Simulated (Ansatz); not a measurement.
```yaml
crystal:
  periodic: [false, false, false]
  atoms:
    - {symbol: B, position_ang: [-0.882580, 1.692845, -0.199931]}
    - {symbol: C, position_ang: [-0.559417, 0.177784, -0.248113]}
    - {symbol: C, position_ang: [0.817221, -0.281653, 0.224507]}
    - {symbol: N, position_ang: [1.039275, -1.715633, 0.296894]}
    - {symbol: H, position_ang: [-1.851554, 2.121842, -0.759010]}
    - {symbol: H, position_ang: [-0.209084, 2.454402, 0.437175]}
    - {symbol: H, position_ang: [-0.811478, -0.257319, -1.224295]}
    - {symbol: H, position_ang: [-1.336804, -0.240263, 0.423271]}
    - {symbol: H, position_ang: [1.017135, 0.142372, 1.213646]}
    - {symbol: H, position_ang: [1.583350, 0.137808, -0.435418]}
    - {symbol: H, position_ang: [0.905792, -2.140549, -0.613166]}
    - {symbol: H, position_ang: [0.365045, -2.146837, 0.918441]}
basis:
  gaussian: {orbitals: def2-mTZVPP, final_grid: {core_spheres: 5, valence_spheres: 4, degree: 11}}
magnetization: {spin_polarized: true, initial_magnetization: 2}
hamiltonian: {xc: {name: r2SCAN0}, dispersion: d3bjatm}
output: {forces: true}
```

```sh
$ ansatz run in.yaml --threads 2 --pin off --events-out ev --progress --plain --max-ram 4352MiB
```

Output, abridged:

```
Functional definition: r2SCAN0
1128 factors; integrals over basis functions are off by at most 1.1e-3 eV
mean field evaluation 1: about -4356.0373 eV, gradient 3.7e1 eV
mean field evaluation 2: about -4337.1359 eV, gradient 5.8e1 eV
mean field evaluation 4: about -4363.2843 eV, gradient 4.5e0 eV
mean field evaluation 8: about -4363.5875 eV, gradient 4.5e-1 eV
mean field evaluation 16: about -4363.5978 eV, gradient 5.1e-2 eV
mean field evaluation 32: about -4363.4853 eV, gradient 5.3e-1 eV
mean field -4363.59814665 eV, -160.3592741365 hartree, gradient 2.2e-5 eV, S^2 2.012004; 2 other end points of the search recorded, 0 dependent functions left out
reference -4363.59816052 eV, -160.3592746462 hartree; 17, 15 occupied and 104, 106 virtual orbitals, 1128 factors
Total energy: -4363.65976217 eV, -160.3615384649 hartree
Atom 0 at    -0.882580     1.692845    -0.199931 Å, force     2.693354     1.516931     1.375449 eV/Å
Atom 1 at    -0.559417     0.177784    -0.248113 Å, force    -3.437327    -2.561675    -0.844133 eV/Å
Atom 2 at     0.817221    -0.281653     0.224507 Å, force     2.768910     0.991925     0.560326 eV/Å
Atom 3 at     1.039275    -1.715633     0.296894 Å, force    -1.973735     0.889163    -0.626428 eV/Å
Atom 4 at    -1.851554     2.121842    -0.759010 Å, force    -0.753423    -0.187131    -0.521802 eV/Å
Atom 5 at    -0.209084     2.454402     0.437175 Å, force    -0.359004     0.434383    -0.062487 eV/Å
Atom 6 at    -0.811478    -0.257319    -1.224295 Å, force     0.493504    -0.208669     0.087277 eV/Å
Atom 7 at    -1.336804    -0.240263     0.423271 Å, force     0.463885    -0.383324    -0.147774 eV/Å
Atom 8 at     1.017135     0.142372     1.213646 Å, force    -0.278550    -0.037938    -0.143062 eV/Å
Atom 9 at     1.583350     0.137808    -0.435418 Å, force    -0.284311    -0.099688     0.043421 eV/Å
Atom 10 at     0.905792    -2.140549    -0.613166 Å, force     0.362779    -0.207348     0.005990 eV/Å
Atom 11 at     0.365045    -2.146837     0.918441 Å, force     0.303918    -0.146629     0.273223 eV/Å
Dipole moment:     0.291435    -1.208089     0.033774 e Å
```

Run time 4.7 s (2 threads of an Arm Neoverse V2 on a shared host); peak host memory 0.49 GiB.
